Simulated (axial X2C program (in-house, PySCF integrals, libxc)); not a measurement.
# BeCd along the bond: PBE0, 2c

All values were computed with an axial X2C code built on PySCF integrals. Two-component (2c) means X2C with spin–orbit coupling and atomic mean-field two-electron Coulomb and Gaunt terms. Basis: Cd dyall-v3z [12s12p8d3f2g], Be dyall-v3z [8s8p3d1f] (cores contracted in-house); Gaussian nuclei, density fitting, unrestricted open shells. Masses: Cd 113.903 u, Be 9.012 u.

State: Ω = 0 (closed shell). Dipoles are positive if Be is the positive end.

Results along the bond:

```csv
R (Å),μ (D),HOMO (eV),LUMO (eV)
2.630,-0.560,-5.23,-1.81
2.751,-0.512,-5.32,-1.74
2.842,-0.475,-5.39,-1.70
2.932,-0.439,-5.46,-1.67
3.023,-0.403,-5.53,-1.65
3.129,-0.359,-5.60,-1.64
3.235,-0.319,-5.68,-1.62
3.371,-0.270,-5.76,-1.61
3.537,-0.215,-5.86,-1.58
3.779,-0.149,-5.98,-1.55
```

Occupations by symmetry block were frozen at the best pattern of an incomplete PBE0 search.
